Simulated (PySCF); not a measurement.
Precursor series Zn Br-H. All species are isolated molecules in the gas phase.

The LUMO from two functionals at the same geometries (BP86-D3(BJ)/def2-SVP), both in PySCF: PBE-D3(BJ)/def2-TZVP and TPSSh-D3(BJ)/def2-TZVP. 

```
species                                PBE-D3(BJ)/def2-TZVP (eV)
-------------------------------------  -------------------------
0 of 2 Br replaced by H ([Zn(Br)2])                        -2.74
1 of 2 Br replaced by H ([Zn(Br)(H)])                      -1.47
2 of 2 Br replaced by H ([Zn(H)2])                         -1.40
```

Question: What does TPSSh-D3(BJ)/def2-TZVP give for each?

Answer: 
- 0 of 2 Br replaced by H ([Zn(Br)2]): -2.23
- 1 of 2 Br replaced by H ([Zn(Br)(H)]): -0.96
- 2 of 2 Br replaced by H ([Zn(H)2]): -0.94
Over these rows, drawn at random from the members with no instability flagged (it was tested for open shells, ions and some series alone), PBE minus TPSSh-D3(BJ): mean -0.49 eV, from -0.51 eV to -0.46 eV.
